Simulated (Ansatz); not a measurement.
Ansatz (a quantum-chemistry and plane-wave program) input (B3LYP-D3(BJ)/def2-TZVP):

Ansatz 0.2 input:
```yaml
crystal:
  periodic: [false, false, false]
  atoms:
    - {symbol: C, position_ang: [-1.77098308, 0.09004013, -0.78796614]}
    - {symbol: C, position_ang: [-2.55384296, 1.16295614, -0.12192845]}
    - {symbol: C, position_ang: [-0.64747542, -0.59184269, -0.09342834]}
    - {symbol: C, position_ang: [0.63303875, 0.28189759, 0.01194858]}
    - {symbol: C, position_ang: [1.73174015, -0.41112706, 0.75229994]}
    - {symbol: C, position_ang: [2.90857842, -0.74599962, 0.23848246]}
    - {symbol: H, position_ang: [-1.87238224, -0.03788482, -1.85926018]}
    - {symbol: H, position_ang: [-2.75297261, 0.91923662, 0.92665860]}
    - {symbol: H, position_ang: [-2.02058549, 2.12672153, -0.11774376]}
    - {symbol: H, position_ang: [-3.50941683, 1.33881895, -0.61941965]}
    - {symbol: H, position_ang: [-0.94992121, -0.86679922, 0.92471422]}
    - {symbol: H, position_ang: [-0.38337642, -1.51903009, -0.60757615]}
    - {symbol: H, position_ang: [0.96980176, 0.55371445, -0.99130844]}
    - {symbol: H, position_ang: [0.37295972, 1.21255318, 0.52666900]}
    - {symbol: H, position_ang: [1.51579726, -0.66969310, 1.78665322]}
    - {symbol: H, position_ang: [3.16400013, -0.51199835, -0.78922441]}
    - {symbol: H, position_ang: [3.65976065, -1.26118596, 0.82338925]}
basis:
  gaussian:
    orbitals: def2-TZVP
hamiltonian:
  xc: b3lyp
  dispersion: d3bj
magnetization: {spin_polarized: true, initial_magnetization: 1}
phonons: {temperatures: {t_min: 298.15, t_max: 298.15, t_step: 100}}
```

Output:

```
Functional definition: B3LYP
integrals: 0.18 GiB planned
1564 factors; their error is unknown
0.34 GiB of the device are held for the grids
1.39 GiB of device memory are held for the factors and their scratch space
mean field: 1.73 GiB planned
mean field evaluation 1: about -6386.7332 eV, gradient 5.6e1 eV
mean field evaluation 2: about -6378.1935 eV, gradient 6.8e1 eV
mean field evaluation 4: about -6402.0371 eV, gradient 6.1e0 eV
mean field evaluation 8: about -6402.2132 eV, gradient 8.3e-2 eV
mean field evaluation 16: about -6402.1750 eV, gradient 7.3e-4 eV
mean field -6402.17499903 eV, -235.2755916641 hartree, gradient 5.1e-5 eV, S^2 0.754169; 0 other end points of the search recorded, 0 dependent functions left out
the calculation of the forces begins
reference -6402.17533233 eV, -235.2756039127 hartree; 24, 23 occupied and 228, 229 virtual orbitals, 1564 factors
these checks for a lower state are left out or cut short: stability, starts, cluster_reference, orbital_swaps, neighbouring_geometries, increment
integrals: 0.18 GiB planned
1564 factors; their error is unknown
0.34 GiB of the device are held for the grids
1.39 GiB of device memory are held for the factors and their scratch space
mean field: 1.73 GiB planned
mean field -6402.17484630 eV, -235.2755860516 hartree, gradient 3.0e-6 eV, S^2 0.754173; 0 other end points of the search recorded, 0 dependent functions left out
the calculation of the forces begins
reference -6402.17517959 eV, -235.2755982997 hartree; 24, 23 occupied and 228, 229 virtual orbitals, 1564 factors
these checks for a lower state are left out or cut short: stability, starts, cluster_reference, orbital_swaps, neighbouring_geometries, increment
integrals: 0.18 GiB planned
1564 factors; their error is unknown
0.34 GiB of the device are held for the grids
1.39 GiB of device memory are held for the factors and their scratch space
mean field: 1.73 GiB planned
mean field evaluation 32: about -6402.1750 eV, gradient 2.8e-6 eV
mean field -6402.17495222 eV, -235.2755899442 hartree, gradient 3.0e-6 eV, S^2 0.754166; 0 other end points of the search recorded, 0 dependent functions left out
the calculation of the forces begins
reference -6402.17528554 eV, -235.2756021933 hartree; 24, 23 occupied and 228, 229 virtual orbitals, 1564 factors
these checks for a lower state are left out or cut short: stability, starts, cluster_reference, orbital_swaps, neighbouring_geometries, increment
integrals: 0.18 GiB planned
1564 factors; their error is unknown
0.34 GiB of the device are held for the grids
1.39 GiB of device memory are held for the factors and their scratch space
mean field: 1.73 GiB planned
mean field -6402.17490237 eV, -235.2755881120 hartree, gradient 3.0e-6 eV, S^2 0.754174; 0 other end points of the search recorded, 0 dependent functions left out
the calculation of the forces begins
reference -6402.17523569 eV, -235.2756003615 hartree; 24, 23 occupied and 228, 229 virtual orbitals, 1564 factors
these checks for a lower state are left out or cut short: stability, starts, cluster_reference, orbital_swaps, neighbouring_geometries, increment
integrals: 0.18 GiB planned
1564 factors; their error is unknown
0.34 GiB of the device are held for the grids
1.39 GiB of device memory are held for the factors and their scratch space
mean field: 1.73 GiB planned
mean field -6402.17491231 eV, -235.2755884775 hartree, gradient 3.1e-6 eV, S^2 0.754165; 0 other end points of the search recorded, 0 dependent functions left out
[...]
reference -6402.17528213 eV, -235.2756020682 hartree; 24, 23 occupied and 228, 229 virtual orbitals, 1564 factors
these checks for a lower state are left out or cut short: stability, starts, cluster_reference, orbital_swaps, neighbouring_geometries, increment
integrals: 0.18 GiB planned
1564 factors; their error is unknown
0.34 GiB of the device are held for the grids
1.39 GiB of device memory are held for the factors and their scratch space
mean field: 1.73 GiB planned
mean field -6402.17498085 eV, -235.2755909961 hartree, gradient 3.0e-6 eV, S^2 0.754169; 0 other end points of the search recorded, 0 dependent functions left out
the calculation of the forces begins
reference -6402.17531415 eV, -235.2756032447 hartree; 24, 23 occupied and 228, 229 virtual orbitals, 1564 factors
these checks for a lower state are left out or cut short: stability, starts, cluster_reference, orbital_swaps, neighbouring_geometries, increment
integrals: 0.18 GiB planned
1564 factors; their error is unknown
0.34 GiB of the device are held for the grids
1.39 GiB of device memory are held for the factors and their scratch space
mean field: 1.73 GiB planned
mean field evaluation 672: about -6402.2114 eV, gradient 5.2e-4 eV
mean field -6402.17499039 eV, -235.2755913466 hartree, gradient 3.0e-6 eV, S^2 0.754170; 0 other end points of the search recorded, 0 dependent functions left out
the calculation of the forces begins
reference -6402.17532369 eV, -235.2756035952 hartree; 24, 23 occupied and 228, 229 virtual orbitals, 1564 factors
these checks for a lower state are left out or cut short: stability, starts, cluster_reference, orbital_swaps, neighbouring_geometries, increment
integrals: 0.18 GiB planned
1564 factors; their error is unknown
0.34 GiB of the device are held for the grids
1.39 GiB of device memory are held for the factors and their scratch space
mean field: 1.73 GiB planned
mean field -6402.17489121 eV, -235.2755877018 hartree, gradient 3.0e-6 eV, S^2 0.754170; 0 other end points of the search recorded, 0 dependent functions left out
the calculation of the forces begins
reference -6402.17522446 eV, -235.2755999488 hartree; 24, 23 occupied and 228, 229 virtual orbitals, 1564 factors
these checks for a lower state are left out or cut short: stability, starts, cluster_reference, orbital_swaps, neighbouring_geometries, increment
integrals: 0.18 GiB planned
1564 factors; their error is unknown
0.34 GiB of the device are held for the grids
1.39 GiB of device memory are held for the factors and their scratch space
mean field: 1.73 GiB planned
mean field -6402.17491252 eV, -235.2755884852 hartree, gradient 3.0e-6 eV, S^2 0.754170; 0 other end points of the search recorded, 0 dependent functions left out
the calculation of the forces begins
reference -6402.17524587 eV, -235.2756007354 hartree; 24, 23 occupied and 228, 229 virtual orbitals, 1564 factors
these checks for a lower state are left out or cut short: stability, starts, cluster_reference, orbital_swaps, neighbouring_geometries, increment
integrals: 0.18 GiB planned
1564 factors; their error is unknown
0.34 GiB of the device are held for the grids
1.39 GiB of device memory are held for the factors and their scratch space
mean field: 1.73 GiB planned
mean field -6402.17496080 eV, -235.2755902593 hartree, gradient 3.0e-6 eV, S^2 0.754170; 0 other end points of the search recorded, 0 dependent functions left out
the calculation of the forces begins
reference -6402.17529414 eV, -235.2756025095 hartree; 24, 23 occupied and 228, 229 virtual orbitals, 1564 factors
these checks for a lower state are left out or cut short: stability, starts, cluster_reference, orbital_swaps, neighbouring_geometries, increment
integrals: 0.18 GiB planned
1564 factors; their error is unknown
0.34 GiB of the device are held for the grids
1.39 GiB of device memory are held for the factors and their scratch space
mean field: 1.73 GiB planned
mean field evaluation 704: about -6402.1749 eV, gradient 2.8e-6 eV
mean field -6402.17491878 eV, -235.2755887150 hartree, gradient 3.0e-6 eV, S^2 0.754169; 0 other end points of the search recorded, 0 dependent functions left out
the calculation of the forces begins
reference -6402.17525203 eV, -235.2756009620 hartree; 24, 23 occupied and 228, 229 virtual orbitals, 1564 factors
these checks for a lower state are left out or cut short: stability, starts, cluster_reference, orbital_swaps, neighbouring_geometries, increment
integrals: 0.18 GiB planned
1564 factors; their error is unknown
0.34 GiB of the device are held for the grids
1.39 GiB of device memory are held for the factors and their scratch space
mean field: 1.73 GiB planned
mean field -6402.17496090 eV, -235.2755902630 hartree, gradient 3.0e-6 eV, S^2 0.754170; 0 other end points of the search recorded, 0 dependent functions left out
the calculation of the forces begins
reference -6402.17529416 eV, -235.2756025102 hartree; 24, 23 occupied and 228, 229 virtual orbitals, 1564 factors
these checks for a lower state are left out or cut short: stability, starts, cluster_reference, orbital_swaps, neighbouring_geometries, increment
integrals: 0.18 GiB planned
1564 factors; their error is unknown
0.34 GiB of the device are held for the grids
1.39 GiB of device memory are held for the factors and their scratch space
mean field: 1.73 GiB planned
mean field -6402.17497701 eV, -235.2755908551 hartree, gradient 3.0e-6 eV, S^2 0.754169; 0 other end points of the search recorded, 0 dependent functions left out
the calculation of the forces begins
reference -6402.17531035 eV, -235.2756031050 hartree; 24, 23 occupied and 228, 229 virtual orbitals, 1564 factors
these checks for a lower state are left out or cut short: stability, starts, cluster_reference, orbital_swaps, neighbouring_geometries, increment
integrals: 0.18 GiB planned
1564 factors; their error is unknown
0.34 GiB of the device are held for the grids
1.39 GiB of device memory are held for the factors and their scratch space
mean field: 1.73 GiB planned
mean field -6402.17496047 eV, -235.2755902473 hartree, gradient 3.0e-6 eV, S^2 0.754170; 0 other end points of the search recorded, 0 dependent functions left out
the calculation of the forces begins
reference -6402.17529380 eV, -235.2756024967 hartree; 24, 23 occupied and 228, 229 virtual orbitals, 1564 factors
these checks for a lower state are left out or cut short: stability, starts, cluster_reference, orbital_swaps, neighbouring_geometries, increment
integrals: 0.18 GiB planned
1564 factors; their error is unknown
0.34 GiB of the device are held for the grids
1.39 GiB of device memory are held for the factors and their scratch space
mean field: 1.73 GiB planned
mean field -6402.17495240 eV, -235.2755899505 hartree, gradient 3.0e-6 eV, S^2 0.754169; 0 other end points of the search recorded, 0 dependent functions left out
the calculation of the forces begins
reference -6402.17528567 eV, -235.2756021982 hartree; 24, 23 occupied and 228, 229 virtual orbitals, 1564 factors
Total energy: -6402.75927747 eV, -235.2970635011 hartree
Atom 0 at    -1.770983     0.090040    -0.787966 Å, force     0.000094    -0.000096    -0.000119 eV/Å
Atom 1 at    -2.553843     1.162956    -0.121928 Å, force     0.000076     0.000168    -0.000453 eV/Å
Atom 2 at    -0.647475    -0.591843    -0.093428 Å, force    -0.000480     0.000062     0.000140 eV/Å
Atom 3 at     0.633039     0.281898     0.011949 Å, force    -0.000045     0.000322    -0.000326 eV/Å
Atom 4 at     1.731740    -0.411127     0.752300 Å, force    -0.000487    -0.000082     0.000245 eV/Å
Atom 5 at     2.908578    -0.746000     0.238482 Å, force    -0.000048    -0.000564    -0.000728 eV/Å
Atom 6 at    -1.872382    -0.037885    -1.859260 Å, force     0.000029     0.000023     0.000130 eV/Å
Atom 7 at    -2.752973     0.919237     0.926659 Å, force    -0.000156     0.000195     0.000251 eV/Å
Atom 8 at    -2.020585     2.126722    -0.117744 Å, force    -0.000049    -0.000238     0.000075 eV/Å
Atom 9 at    -3.509417     1.338819    -0.619420 Å, force     0.000215    -0.000088     0.000169 eV/Å
Atom 10 at    -0.949921    -0.866799     0.924714 Å, force     0.000459    -0.000103    -0.000038 eV/Å
Atom 11 at    -0.383376    -1.519030    -0.607576 Å, force     0.000207    -0.000044    -0.000124 eV/Å
Atom 12 at     0.969802     0.553714    -0.991308 Å, force     0.000029    -0.000018     0.000167 eV/Å
Atom 13 at     0.372960     1.212553     0.526669 Å, force    -0.000085    -0.000012     0.000124 eV/Å
Atom 14 at     1.515797    -0.669693     1.786653 Å, force     0.000136     0.000173     0.000051 eV/Å
Atom 15 at     3.164000    -0.511998    -0.789224 Å, force     0.000145     0.000142     0.000174 eV/Å
Atom 16 at     3.659761    -1.261186     0.823389 Å, force    -0.000040     0.000162     0.000262 eV/Å
Dipole moment:    -0.053323     0.062925     0.008428 e Å
Vibrations: 50.83 78.10 95.83 119.82 225.13 307.79 402.25 438.94 493.44 645.50 776.13 900.61 932.65 945.86 957.22 973.79 997.51 1030.23 1062.23 1149.96 1174.73 1241.79 1275.54 1314.92 1330.16 1342.59 1388.01 1410.63 1456.11 1470.92 1482.71 1484.51 1494.36 1706.53 2941.49 2991.61 3017.04 3025.68 3051.03 3069.71 3082.27 3120.38 3132.69 3163.29 3213.93 cm⁻¹, zero-point energy 4.089398 eV
```

It need not be the lowest isomer of its formula.
